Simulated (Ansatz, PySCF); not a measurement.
System: Ge$_{2}$, net charge 0, triplet state. 
Structure (B3LYP-D3(BJ)/def2-TZVP (Ansatz, a first-principles code) minimum search):
```
Ge
Ge 1 2.4067
```
Charge 0, spin multiplicity 3.

Total electronic energies in hartree. Cores are frozen in the correlated levels unless marked. UHF or UKS for open shells. Spin-orbit coupling is left out. Frozen are the shells of the preceding noble gas and the d and f shells that filled before the atom's block. No relativistic terms. CBS(X,Y): correlation extrapolated as X^-3; Hartree-Fock from the larger set. The bracket is a focal-point correction in the basis named.

```tsv
level	program	energy (Eh)
HF/aug-cc-pVTZ	Ansatz	-4150.77159
B3LYP-D4/def2-TZVPD	Ansatz + dftd4	-4154.04261
PBE0-D3(BJ)/def2-TZVP	Ansatz + dftd3	-4153.42094
PBE0/def2-TZVPD	Ansatz	-4153.42037
PW6B95/def2-TZVPD	PySCF	-4155.94033
HSE06-D4/def2-TZVPD	Ansatz + dftd4	-4153.42383
wB97X-V/def2-TZVPD	Ansatz	-4153.54259
MP2/cc-pVDZ	Ansatz	-4150.74819
MP2/def2-TZVPP	Ansatz	-4150.83714
SCS-MP2/cc-pVQZ	Ansatz	-4150.93265
CCSD/cc-pVDZ	Ansatz	-4150.77621
CCSD/def2-TZVPP	Ansatz	-4150.86348
CCSD(T)/def2-TZVPPD	Ansatz	-4150.87502
RI-MP2/CBS(def2-TZVPP,def2-QZVPP)+[CCSD(T)-MP2]/def2-SVP	Ansatz	-4150.9736
CCSD(T)/CBS(aug-cc-pVTZ,aug-cc-pVQZ)	Ansatz	-4150.9731
```

Totals of different functionals don't rank their quality; only differences between species are comparable.
